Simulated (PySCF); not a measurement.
Mapped SMILES: `[SiH3:1][O:2][SiH2:3][SiH2:4][PH2:5]` (H(Xn): hydrogen on atom n).

Geometry: PBE0-D3(BJ)/def2-SVP; GIAO shifts from PySCF, gas phase, non-relativistic, averaged over equivalent atoms.

At PBE0/6-31G (79 basis functions, 7 s wall time on 1 thread of an Arm Neoverse V2, shared host):
```tsv
atoms	δ (ppm)
Si3	10.3
Si1	-3.5
Si4	-55.8
O2	-56.5
P5	-301.1
H(Si3)	5.47
H(Si1)	5.27
H(Si4)	3.83
H(P5)	1.33
```

Shifts are taken against calculated references (same method and geometry level): TMS for 29Si (σ = 444.75 ppm) and 1H (σ = 32.61 ppm); 17O (σ = 318.49 ppm) vs H2O; H3PO4 for 31P (σ = 364.31 ppm).

What do these become at B97-2/pcSseg-1?

Answers


| atoms | δ at B97-2/pcSseg-1 | change |
| --- | --- | --- |
| Si3 | -20.9 | -31.2 |
| Si1 | -36.3 | -32.8 |
| Si4 | -77.3 | -21.5 |
| O2 | -7.9 | +48.6 |
| P5 | -292.9 | +8.2 |
| H(Si3) | 5.27 | -0.20 |
| H(Si1) | 4.87 | -0.40 |
| H(Si4) | 4.06 | +0.23 |
| H(P5) | 1.61 | +0.28 |

Scale: 29Si (σ = 357.41 ppm) and 1H (σ = 31.38 ppm) vs TMS; H2O for 17O (σ = 331.62 ppm); 31P (σ = 316.18 ppm) against H3PO4 (reference shieldings calculated alike).

The largest change is at O2 (oxygen bonded to 2 Si). Cost: 158 basis functions, 14 s wall time on 1 thread of an Arm Neoverse V2, shared host.

Experimental scales use liquid or dissolved standards, which lie at an offset from isolated H2O (liquid H2O: subtract about 36 ppm) and H3PO4.
